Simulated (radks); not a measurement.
The numbers below are computed, except where a source is named.
Q: All-electron atom: La II in [Xe] 5d2. Code: a radial shooting solver on a logarithmic mesh with Libxc functionals. Model: Dirac Kohn-Sham, LDA (Slater exchange, Perdew-Wang correlation), spin-unpolarised, spherical densities, finite nucleus; open shells fill j = l - 1/2 first; Fermi nuclear charge, rms radius 4.855 fm.

Spin-orbit splittings of the eigenvalues, e(l+1/2) - e(l-1/2), with zeta = 2 splitting/(2l+1) and mean radii in bohr:

shell  occ.  splitting (eV)  zeta (eV)  <r> j=l-1/2  <r> j=l+1/2
2p        6               ?          ?      0.08994      0.09604
3p        6           80.37      53.58       0.2749       0.2870
3d       10           17.21      6.885       0.2579       0.2617
4p        6           17.23      11.48       0.6748       0.7022
4d       10           2.988      1.195       0.7626       0.7723
4f        0          0.2752    0.07864        1.180        1.194
5p        6           2.525      1.684        1.757        1.842
5d        2          0.1923    0.07692        2.873        2.925
6p        0          0.2675     0.1783        5.049        5.252
6d        0         0.02379   0.009515        8.943        9.047

Estimate the 2p splitting.

A: 412.6 eV (zeta = 275.1 eV).
